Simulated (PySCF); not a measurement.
Fractional electron number in Cu (copper, neutral)

The 4s alpha orbital of [Ar] 3d10 4s1 is emptied in steps (occupation f), with all orbitals relaxed, ending at [Ar] 3d10. Computed with PySCF 2.14 in aug-cc-pVTZ-DK, with the spin-free X2C one-electron Hamiltonian (Gaussian nucleus). The exact energy is a straight line in f; departures are measured from the line between the end points of the same method.

```
  f  UHF (eV)  LDA (eV)  PBE (eV)
  1     0.000     0.000     0.000
0.9     0.010    -0.311    -0.305
0.7     0.023    -0.732    -0.719
0.5     0.026    -0.876    -0.863
0.3     0.021    -0.738    -0.730
0.1     0.009    -0.317    -0.315
  0     0.000     0.000     0.000
```

| method | E(f=0) − E(f=1) (eV) | −ε at f=1 (eV) | −ε at f=0.5 (eV) |
| --- | --- | --- | --- |
| UHF | 6.583 | 6.695 | 6.579 |
| LDA | 8.631 | 5.185 | 8.612 |
| PBE | 8.383 | 5.004 | 8.349 |

Orbital energy along the path (eV):

```csv
f,UHF,LDA,PBE
1,-6.695,-5.185,-5.004
0.9,-6.670,-5.851,-5.654
0.7,-6.623,-7.215,-6.984
0.5,-6.579,-8.612,-8.349
0.3,-6.540,-10.028,-9.746
0.1,-6.503,-11.448,-11.175
0,-6.486,-12.150,-11.895
```

Reference removal energy between the ground levels: 7.726 eV (measured; NIST Atomic Spectra Database, ionization energies). UHF lacks correlation.
